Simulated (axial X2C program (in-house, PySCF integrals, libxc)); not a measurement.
## Density and ELF of CaO

All values were computed with an axial X2C code built on PySCF integrals. Two-component (2c) means X2C with spin–orbit coupling and atomic mean-field two-electron Coulomb and Gaunt terms. Basis: Ca dyall-cv3z [11s12p6d4f], O dyall-av3z [7s6p3d2f] (cores contracted in-house); Gaussian nuclei, density fitting, unrestricted open shells. Masses: Ca 39.963 u, O 15.995 u.

PBE0, 2c, state Ω = 0 (closed shell); Ca at z = 0, O at z = 1.796 Å.

The maps cover the half plane through the axis: z from -2.4 to 3.6 Å along the bond, ρ from 0.15 to 2.25 Å away from it.

log10 of the density in e/bohr³:

```
 ρ\z  -2.4  -1.8  -1.2  -0.6   0.0   0.6   1.2   1.8   2.4   3.0   3.6
0.15  -3.1  -2.5  -1.6  -0.3   1.4  -0.4  -0.5   0.7  -0.6  -1.8  -2.9
0.45  -3.2  -2.5  -1.7  -0.6  -0.1  -0.7  -0.8  -0.3  -0.9  -1.9  -2.9
0.75  -3.3  -2.7  -2.0  -1.2  -0.7  -1.2  -1.2  -0.9  -1.3  -2.2  -3.1
1.05  -3.5  -2.9  -2.4  -1.8  -1.4  -1.7  -1.6  -1.5  -1.8  -2.5  -3.3
1.35  -3.6  -3.2  -2.8  -2.5  -2.2  -2.3  -2.0  -2.0  -2.3  -2.8  -3.5
1.65  -3.9  -3.5  -3.3  -3.2  -3.0  -2.7  -2.4  -2.4  -2.7  -3.1  -3.7
1.95  -4.1  -3.8  -3.7  -3.8  -3.6  -3.1  -2.8  -2.8  -3.1  -3.5  -4.0
2.25  -4.4  -4.1  -4.0  -4.2  -4.0  -3.4  -3.2  -3.2  -3.4  -3.8  -4.2
```

Electron localisation function (collinear form, no current term, damped to 0 at low density):

```
 ρ\z  -2.4  -1.8  -1.2  -0.6   0.0   0.6   1.2   1.8   2.4   3.0   3.6
0.15  0.37  0.38  0.50  0.87  0.85  0.78  0.77  0.42  0.87  0.56  0.15
0.45  0.32  0.35  0.38  0.83  0.62  0.66  0.73  0.80  0.83  0.50  0.12
0.75  0.23  0.29  0.21  0.64  0.86  0.31  0.64  0.81  0.73  0.40  0.09
1.05  0.12  0.21  0.10  0.26  0.53  0.08  0.55  0.68  0.54  0.27  0.05
1.35  0.04  0.12  0.04  0.04  0.07  0.03  0.48  0.49  0.35  0.16  0.03
1.65  0.01  0.05  0.02  0.00  0.00  0.03  0.41  0.34  0.20  0.08  0.01
1.95  0.00  0.01  0.01  0.00  0.00  0.04  0.28  0.20  0.10  0.03  0.00
2.25  0.00  0.00  0.00  0.00  0.00  0.03  0.12  0.09  0.04  0.01  0.00
```

One determinant describes the state; a PBE0 search over occupations chose it and may have missed a lower one.
